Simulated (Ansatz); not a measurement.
The same path of Cl2GaH (4 atoms, charge 0, multiplicity 1) was run twice with different band settings. Lost on the way: Ga1–H2, Ga1–Cl3. Made: H2–Cl3.

Theory: Ansatz, RKS B3LYP/def2-SVP.

Relaxed end points:

```xyz
4
Properties=species:S:1:pos:R:3
Ga 0.318 0.000 0.381
H 0.091 0.000 1.915
Cl 2.288 0.000 -0.484
Cl -1.318 0.000 -1.017
```

```xyz
4
Properties=species:S:1:pos:R:3
Ga -1.323 0.000 0.361
H 2.062 0.000 1.801
Cl 2.103 0.000 0.510
Cl -1.464 0.000 -1.876
```

Common settings: movable images 5; climbing image yes; spring 5.0 eV/Å²; optimiser quadratic models (default); force threshold 0.03 eV/Å; iteration limit 60; end points relaxed.

| run | start path |
| --- | --- |
| 1 | through a guess of the saddle point |
| 2 | straight line |

Problem. What does each run give, and how far can it be trusted?

Solution. Run 1: converged after 10 iterations, highest image 2.148 eV above the first end. Neighbouring images differ by up to 1.4 eV, so the band resolves the path poorly. A vibrational analysis at the climbing image gives one clearly imaginary mode, 1032i cm⁻¹: a first-order saddle point.
Run 2: converged after 8 iterations, highest image 2.148 eV above the first end. Another band between the same ends (5 images) ends at a top of the same energy, where a vibrational analysis finds 1 clearly imaginary mode.
The orbitals stay closed-shell, which can raise the energy where a bond breaks towards radicals; this wasn't checked here.
